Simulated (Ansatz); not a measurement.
Mulliken charges of BClFH₄NSn, SMILES `N[BH][SnH]([F])[Cl]` from PBE/def2-TZVPP in Ansatz (PBE0-D4/def2-TZVP geometry).

```
atom   x (Å)   y (Å)   z (Å)  charge (e)
  N1   0.815  -0.834  -1.188      -0.177
  B2   0.691  -0.836   0.181      -0.204
 Sn3  -0.861   0.630   0.876       0.938
  F4  -1.416   1.260  -0.879      -0.472
 Cl5   0.095   2.515   1.864      -0.372
  H6   1.478  -1.410  -1.683       0.185
  H7   0.257  -0.238  -1.784       0.195
  H8   1.354  -1.532   0.884       0.018
  H9  -2.326   0.399   1.711      -0.112
```

**Question.** By hand: the dipole of these point charges (1 e Å = 4.8032 D).

**Answer.** Σ q r = (0.149, -1.001, -0.118) e Å, of length 1.019 e Å = 4.89 D.

**Question.** How does the dipole of the full density compare? (Estimate.)

**Answer.** The calculation gave: (0.260, -0.818, -0.256) e Å, 4.30 D; the point charges give 1.14 times that, at 13° from its direction.

Point charges leave out the atoms' own dipoles, such as those of lone pairs, and Mulliken's split depends on the basis, so the close match here is no proof of good charges.
